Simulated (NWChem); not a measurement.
System: C₃H₄F₂O; SMILES COC=C(F)F

All runs: NWChem. Pople sets run with spherical d functions. Geometry: optimised at B3LYP/6-31G* (spherical d). Level: B3LYP/6-31G* with SMD, gas-phase geometry; reactions with the solvents are ignored. One conformer.

```json
[
 {"SMD term (kcal/mol)": "distortion of the solute's density", "water": "0.88", "toluene": "0.15"},
 {"SMD term (kcal/mol)": "polarisation", "water": "-5.37", "toluene": "-1.96"},
 {"SMD term (kcal/mol)": "cavity, dispersion and structure", "water": "5.34", "toluene": "0.75"}
]
```

### Question
Sum the solvation free energies, find the transfer free energy from water to toluene and the partition coefficient at 298.15 K.

### Answer

1. ΔG(solv, water) = 0.85 kcal/mol and ΔG(solv, toluene) = -1.06 kcal/mol (1 M gas to 1 M solution).
2. Transfer: -1.06 − (0.85) = -1.91 kcal/mol.
3. log₁₀ K(toluene/water) = −ΔG/(RT ln 10) = 1.91/1.364 = 1.4, so the model puts more of the solute in toluene.
4. Of the transfer energy, 2.68 kcal/mol is electrostatic and -4.59 comes from the non-electrostatic term. The two phases are taken as the pure solvents.
